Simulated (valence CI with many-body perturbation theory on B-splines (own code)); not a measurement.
Values are calculated unless marked as measured or tabulated.
**Ladder of approximations for Pd³⁰⁺**

Method: valence CI with perturbative core correlation (CI+MBPT): six valence electrons over a frozen Dirac-Fock core [Ne], radial functions for each j: 9 s, 9 p, 8 d, 6 f, 3 g, 1 h, with the one-electron correlation potential Σ1 (screened to all orders), the two-electron term Σ2, the three-electron term Σ3, Breit, model QED; selected single and double excitations, second order for the rest, scaled by the run's own slope (own B-spline code, finite nucleus).

No measured spectrum was set against this ion. As an estimate, large intervals hold to a few tenths of a per cent, small ones and those within an open d or f shell to about a per cent. Among the levels kept, up to 1500 cm⁻¹ of a level comes from second order outside the variational space, and about a tenth of that is noise between levels of different J, which matters for small intervals.

Each rung adds one term. CI alone is the Dirac-Coulomb CI over the frozen core; QED comes last and gives the full result, which names the levels. Energies are above (3s^2 3p1/2^2 3p3/2^2) J=2 on the same rung, in eV.

Levels are named by their leading jj configuration (3d3/2^4 stands for four electrons in 3d with j = 3/2), which in mixed levels can hold well under half, so a name can repeat and another be missing. Letters in brackets count levels of one name in rising energy.

```
                             Level  CI alone    + Σ1    + Σ2    + Σ3  + Breit    Full
        (3s^2 3p1/2^2 3p3/2^2) J=0      9.81    9.81    9.79    9.75     9.81    9.80
          (3s^2 3p1/2 3p3/2^3) J=1     34.73   34.79   34.85   34.85    34.34   34.40
          (3s^2 3p1/2 3p3/2^3) J=2     40.70   40.75   40.78   40.76    40.16   40.23
                (3s^2 3p3/2^4) J=0     79.83   79.94   80.02   79.98    78.92   79.05
          (3s 3p1/2^2 3p3/2^3) J=2    117.77  117.65  117.60  117.72   117.54  117.08
    (3s^2 3p1/2^2 3p3/2 3d3/2) J=1    123.03  122.89  122.74  122.76   122.54  122.28
    (3s^2 3p1/2^2 3p3/2 3d3/2) J=2    126.30  126.14  125.90  125.80   125.49  125.38
    (3s^2 3p1/2^2 3p3/2 3d3/2) J=0    128.13  127.97  127.75  127.65   127.42  127.33
    (3s^2 3p1/2^2 3p3/2 3d3/2) J=3    128.42  128.26  128.03  127.91   127.45  127.38
    (3s^2 3p1/2^2 3p3/2 3d5/2) J=4    135.49  135.37  135.15  135.03   134.26  134.20
          (3s 3p1/2^2 3p3/2^3) J=1    137.87  137.75  137.52  137.51   137.17  136.88
    (3s^2 3p1/2^2 3p3/2 3d5/2) J=2    141.85  141.73  141.44  141.33   140.70  140.59
    (3s^2 3p1/2^2 3p3/2 3d5/2) J=3    147.88  147.75  147.43  147.24   146.59  146.54
            (3s 3p1/2 3p3/2^4) J=0    152.34  152.25  152.26  152.33   151.71  151.38
    (3s^2 3p1/2^2 3p3/2 3d5/2) J=1    153.64  153.53  153.26  153.06   152.38  152.32
(3s^2 3p1/2 3p3/2^2 3d3/2) J=1 [a]    155.90  155.80  155.67  155.64   154.92  154.76
(3s^2 3p1/2 3p3/2^2 3d3/2) J=2 [a]    157.01  156.90  156.70  156.61   155.75  155.73
    (3s^2 3p1/2 3p3/2^2 3d3/2) J=0    159.36  159.26  159.10  159.07   158.18  158.08
(3s^2 3p1/2 3p3/2^2 3d3/2) J=3 [a]    160.36  160.25  160.06  159.95   158.92  158.91
```

Q: How does the ionisation energy move along the ladder, and which term matters most?

A: CI alone 1785.3, + Σ1 1786.1, + Σ2 1786.2, + Σ3 1785.7, + Breit 1784.7, + QED 1784.7 eV. The largest step is Breit, -1.0 eV. NIST lists 1781.3 ± 2.3 eV (semi-empirical).
